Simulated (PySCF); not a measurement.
Compound: C6H5F2O2 (doublet state).
Cartesian coordinates in Å at the GFN2-xTB level; atoms count from 1:
```xyz
15
C6H5F2O2 angstrom
C      2.812    0.491   -1.247
C      1.853    0.404   -0.539
C      0.685    0.296    0.318
C      0.106   -1.128    0.298
O     -1.158   -1.154    0.959
C     -2.066   -0.332    0.383
F     -2.347   -0.780   -0.899
O     -1.704    0.988    0.298
C     -0.410    1.229   -0.122
F     -0.147    2.544   -0.017
H      3.655    0.576   -1.866
H      0.988    0.555    1.349
H      0.740   -1.823    0.849
H     -0.007   -1.475   -0.735
H     -3.005   -0.384    0.948
```

The hyperfine couplings belong to this conformer and change with its torsions.

As a line formula: `C#C[C@@H]1CO[C@H](F)O[C]1F` [radical].

Method: UKS B3LYP, pcH-1 on C F H O, non-relativistic, mean-field spin-orbit, GIAO in PySCF. One conformer (not necessarily the lowest) at the GFN2-xTB geometry, without solvent, vibrations or thermal averaging. A GFN2-xTB geometry isn't a minimum of the functional, and hyperfine couplings can be far from their values at a DFT geometry. Stability of the SCF solution: not tested.

What is the g tensor, term by term?

```csv
Δg (ppm),1,2,3
relativistic mass correction,-233,-233,-233
gauge correction,9,40,39
orbital Zeeman/spin–orbit,32,2142,2330
total,-193,1949,2136
```

So g = 2.00213, 2.00427, 2.00446 and g_iso = 2.00362; the tensor is close to axial: the two nearest values differ by 8 % of g3 − g1. 

Average each term over the three axes. Which is largest in size?

The orbital-Zeeman/spin–orbit term 1501, the mass correction -233 and the gauge correction 29 ppm, for a total of 1297 ppm. The orbital-Zeeman/spin–orbit term is the largest in size. The mass correction is the same along every axis, so the anisotropy comes from the other two: their spans along these axes are 31 (gauge) and 2299 ppm (orbital Zeeman/spin–orbit).

What are the electron Larmor frequencies g μB B/h along the three axes at 340 mT?

9.5276, 9.5378, 9.5386 GHz for g1, g2 and g3, a range of 11.1 MHz.

What effective moment and Curie constant follow for a powder?

With the mean of g² = 4.0145 and S(S+1) = 0.75: μ_eff = √(⟨g²⟩S(S+1)) = 1.735 μB and χT = 0.12505·⟨g²⟩·S(S+1) = 0.377 cm³ K/mol (cgs; spin-Hamiltonian part alone).

In a frozen sample, at which fields do the three g values resonate at 9.5, 34, 94 and 263 GHz (hyperfine left aside), and which band first spreads them over more than twice a line width of 0.5 mT?

```json
{"band": "X", "GHz": "9.5", "B(g3) mT": "338.62", "B(g2) mT": "338.65", "B(g1) mT": "339.02", "spread mT": "0.39"}
{"band": "Q", "GHz": "34.0", "B(g3) mT": "1211.91", "B(g2) mT": "1212.03", "B(g1) mT": "1213.32", "spread mT": "1.41"}
{"band": "W", "GHz": "94.0", "B(g3) mT": "3350.58", "B(g2) mT": "3350.89", "B(g1) mT": "3354.48", "spread mT": "3.90"}
{"band": "J", "GHz": "263.0", "B(g3) mT": "9374.49", "B(g2) mT": "9375.37", "B(g1) mT": "9385.40", "spread mT": "10.90"}
```

The spread grows in proportion to the frequency. Q band is the first where it exceeds 1.0 mT.

Largest spin populations (Mulliken): C9 (+0.83), O8 (+0.08) and H12 (+0.06). C9 is the only atom above +0.15. The angles at C9 add up to 344.4°, so it is pyramidal.

The HOMO–LUMO gaps are 6.17 eV among the α and 6.30 eV among the β orbitals.
